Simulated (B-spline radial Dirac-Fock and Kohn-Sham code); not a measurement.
Dipole and non-dipole photoemission parameters of Br 4s

System: neutral bromine, [Ar] 3d10 4s2 4p5; threshold 23.57 eV (orbital energy of the model). These are calculated numbers from a radial atomic solver; the model is Dirac-Hartree-Slater photoionisation with a Latter tail; cross sections with all multipoles, angular parameters from the dipole term and its interference with E2.

Input file task.json (cfg lists n, l and occupation; rrms is the nuclear radius in fm):

```json
{"items": [{
  "Z": 35,
  "q": 0,
  "cfg": [[1, 0, 2], [2, 0, 2], [2, 1, 6], [3, 0, 2], [3, 1, 6], [3, 2, 10], [4, 0, 2], [4, 1, 5]],
  "A": 79,
  "rrms": 4.1629,
  "do": "xps",
  "hv": [55.5, 80, 121.0, 141.0, 150, 160.0, 168.0, 170.0, 172.0, 212.0, 271.0, 314.0, 383.0, 449.0, 577.0, 584.0, 600, 1090.0, 1486.9, 1760.0, 1890.0, 2980.0, 2984.4, 3410.0, 5160.0, 5370.0, 6670.0, 8047.8, 12000, 15000],
  "edges": {"K": 13474.0, "L1": 1782.0, "L2": 1596.0, "L3": 1550.0, "M1": 257.0, "M2": 189.0, "M3": 182.0, "M4": 70.0, "M5": 69.0}
}]}
```

Command: `python xray2_run.py task.json out`

For linearly polarised light dσ/dΩ = σ/(4π) [1 + β P₂(cos θ) + (δ + γ cos²θ) sin θ cos φ], with θ from the polarisation vector and φ the angle between the beam and the projection of the electron momentum on the plane normal to the polarisation.

```tsv
hν (eV)	σ (kb)	β	γ
55.5	182	1.981	-0.056
80	173	1.991	0.098
121	118	1.994	0.199
141	98.5	1.995	0.217
150	91.4	1.995	0.223
160	84.4	1.995	0.228
168	79.3	1.995	0.231
170	78.1	1.995	0.232
172	76.9	1.995	0.233
212	57.9	1.996	0.239
271	40.8	1.997	0.228
314	32.9	1.997	0.214
383	24.4	1.997	0.185
449	19.1	1.997	0.157
577	12.8	1.998	0.102
584	12.6	1.998	0.100
600	12.0	1.998	0.093
1090	4.39	1.998	-0.038
1486.9	2.52	1.998	-0.072
1760	1.84	1.998	-0.070
1890	1.61	1.998	-0.065
2980	?	?	?
2984.4	0.661	1.998	0.058
3410	0.505	1.998	0.123
5160	0.212	1.998	0.420
5370	0.194	1.998	0.456
6670	0.121	1.998	0.674
8047.8	0.0790	1.998	0.892
12000	0.0310	1.998	1.448
15000	0.0180	1.997	1.814
```

Q: Give the values at 2980 eV.

A: σ = 0.663 kb, β = 1.998, γ = 0.057. For an s subshell δ is negligible.
